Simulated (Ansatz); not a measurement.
`[CH3][AlH][NH]C[SiH3]` → Al• + 2 C• + 10 H• + N• + Si•  (atomization)

Isolated molecules relaxed with PBE0-D4/def2-TZVP in Ansatz; ΔE leaves out vibrations. CBS: MP2 limit from def2 TZ/QZ plus the TZ coupled-cluster correction, frozen cores. This one scheme is used for every species, atoms too. DFT in def2-TZVPP. B3LYP here is the variant with VWN-RPA as its local correlation; programs differ in this. HSE06 is defined as in plane-wave codes. Open shells (•) are unrestricted, without spin–orbit coupling. Spin–orbit coupling would lower the free atoms: a little for Al, C, Si. One conformer a species, not always the lowest.

(1) What is ΔE at CCSD(T)/CBS? (Best estimate.)

(2) What do these levels give: B3LYP-D4, PBE-QIDH, revPBE, BLYP, r2SCAN, r2SCANh, HSE06, CAM-B3LYP, SCS-MP2/def2-TZVPP, MP2/def2-QZVPP, SCS-MP2/def2-QZVPP, CCSD/CBS(def2)? (Estimate.)

Largest T1 diagnostic among the species: 0.018.

Answers

(1) The calculation gave: +1219.5 kcal/mol.

(2) Computed: B3LYP-D4 1221.4, PBE-QIDH 1206.9, revPBE 1181.9, BLYP 1198.0, r2SCAN 1216.2, r2SCANh 1211.3, HSE06 1208.8, CAM-B3LYP 1220.3, SCS-MP2/def2-TZVPP 1199.4, MP2/def2-QZVPP 1211.0, SCS-MP2/def2-QZVPP 1220.1, CCSD/CBS(def2) 1206.0 kcal/mol.

From r2SCAN to r2SCAN0 (25 % exact exchange), in def2-TZVPP and without D4, ΔE moves by −11.9 kcal/mol: exact exchange takes away binding that semilocal exchange gives to molecules. At CCSD(T), def2-SVP lies −67.2 kcal/mol from the extrapolated value and def2-TZVPP −30.5 kcal/mol: correlation converges slowly with the basis, and small sets miss more of it in the bonded molecule than in its fragments.

For atomizations the MP2-based limit and the directly extrapolated one differ by several kJ/mol either way, and by 10 to 25 for some Ge, Se and Sn compounds, so smaller differences from it don't rank the levels.
